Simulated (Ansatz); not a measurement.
Four-centre ligand exchange

Start structure (AlH3Cl2O, singlet), relaxed at PBE0-D4/def2-TZVP:

Al1  (-0.426, -0.666, 0.245)
H2  (-0.111, -0.722, 1.788)
Cl3  (0.095, -2.325, -0.944)
Cl4  (-2.153, 0.408, -0.398)
H5  (1.419, 1.090, 0.356)
O6  (0.835, 0.740, -0.327)
H7  (0.342, 1.474, -0.719)
(Å)

The step: AlHCl₂ ([Cl][AlH][Cl]) + H₂O → AlHCl₂O ([OH][Al]([Cl])[Cl]) + H₂; bonds formed: H2–H5; dative contacts that become bonds: Al1–O6; bonds broken: Al1–H2, H5–O6. Ansatz 0.2.0; basis: def2-TZVPP and def2-QZVPP; cores frozen in the correlated methods. Extrapolation: Hartree–Fock as exp(−7.88 √X), correlation as X^−2.97. Energies below are by CCSD(T) at an estimated basis limit (MP2 extrapolated from triple and quadruple zeta, plus CCSD(T) − MP2 in triple zeta).

Task: What are the electronic barrier and the energy of the step, from the start structure to the end structure? (To be estimated.)

Result: Computed: Barrier 0.911 eV; step energy -0.180 eV (downhill); reverse barrier, their difference, 1.092 eV. Barrier and step energy count from the start structure, the reverse barrier from the end structure.

The saddle point: One imaginary mode of 1247i cm⁻¹.
```csv
pair,start (Å),saddle (Å),end (Å)
Al1–O6,1.97,1.82,1.68
H2–H5,2.77,1.07,0.76
Al1–H2,1.58,1.74,2.30
H5–O6,0.96,1.24,2.62
```

Zero-point energy (harmonic, PBE0-D4): ZPE is 0.966 eV at the start and 0.864 eV at the saddle, so the barrier goes from 0.911 to 0.810 eV.

First-order rate constant out of the start structure at 898 K by transition-state theory, with harmonic vibrational free energies alone and no tunnelling: ΔA‡ = 1.002 eV, so k = (kB T/h) exp(−ΔA‡/kB T) ≈ 10^8 s⁻¹ (an order of magnitude at best: rotation, the number of equivalent paths and anharmonicity are left out).

No T1 diagnostic of these runs exceeds 0.011.

The step is the kind of ligand exchange by which a precursor binds to a hydroxyl group, or is hydrolysed, in atomic layer deposition of oxides.

Labels in which every atom is bracketed show which atoms are joined, not bond orders.

For scale, one of the runs: CCSD(T)/def2-TZVPP, 199 basis functions, launched by `ansatz run in.yaml --threads 4 --pin off --events-out ev --progress --plain --max-ram 9574MiB`. Time: 29 s of wall clock on 4 CPU threads of an Arm Neoverse V2; the host was shared. Peak host memory: 2.2 GiB.
